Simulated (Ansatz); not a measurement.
Geometry optimisation, RKS BHLYP-D4/def2-SVP (Ansatz 0.2.0).

Input:

```yaml
crystal:
  periodic: [false, false, false]
  atoms:
    - { symbol: Ge, position_ang: [0.0, 0.0, 0.0] }
    - { symbol: O, position_ang: [0.0, 0.0, 2.12] }
    - { symbol: H, position_ang: [-0.9095, -0.2814, 2.4571] }
    - { symbol: F, position_ang: [1.5842, 0.0, -0.5594] }
    - { symbol: H, position_ang: [-0.73, 1.2648, -0.5162] }
    - { symbol: F, position_ang: [-0.7913, -1.3709, -0.5594] }
    - { symbol: "N", position_ang: [1.1535, -1.7516, 0.6969] }
    - { symbol: H, position_ang: [0.7143, -2.7162, 0.68] }
    - { symbol: H, position_ang: [2.1458, -1.6271, 1.048] }
    - { symbol: H, position_ang: [0.7071, -1.0738, 1.7912] }
basis:
  gaussian: { orbitals: def2-SVP }
hamiltonian:
  xc: { name: BHLYP }
  dispersion: d4
relax:
  f_tol: 0.15
  max_steps: 25
  restrain:
    - { distance: [0, 6], at: 3.11, k: 30.0 }
    - { distance: [9, 1], at: 2.21, k: 30.0 }
    - { distance: [0, 1], at: 1.77, k: 30.0 }
    - { distance: [9, 6], at: 1.06, k: 30.0 }
```

Run as:

```bash
$ ansatz run input.yaml --threads 4 --pin off --max-ram 5120MiB --backend cpu --events-out ev --progress --plain --runs-dir out
```

**Question.** Where does it end, and by what steps?

**Answer.** The run converged. The restraints hold the end off the free minimum; the threshold counts their pulls, which the force column leaves out. Restrained pairs: Ge1–N7 (2.21 → 3.12 Å), O2–H10 (1.33 → 2.21 Å), Ge1–O2 (2.12 → 1.75 Å), N7–H10 (1.36 → 1.03 Å). After 8 steps the energy has fallen by 3.319 eV (the restraints' own energy left out); N7 moved furthest, 0.79 Å.

```csv
step,energy less start (eV),largest force component (eV/Å),accepted
0,0.0000,5.257,yes
1,-1.2139,4.407,yes
2,-1.8331,4.934,yes
3,-2.4732,3.429,yes
4,-3.0475,1.626,yes
5,-3.1599,1.067,yes
6,-3.2985,0.763,yes
7,-3.3151,0.762,yes
8,-3.3194,0.716,yes
```

```xyz
10
Properties=species:S:1:pos:R:3
Ge -0.132 0.198 0.069
O -0.229 0.251 1.820
H -0.924 -0.275 2.213
F 1.520 0.253 -0.366
H -0.820 1.345 -0.635
F -0.809 -1.275 -0.496
N 1.434 -2.221 1.263
H 0.647 -2.550 0.726
H 2.082 -1.773 0.635
H 1.104 -1.510 1.929
```

Run time: 22 s on 4 threads of Arm Neoverse V2 (shared host), peak memory 0.28 GiB.
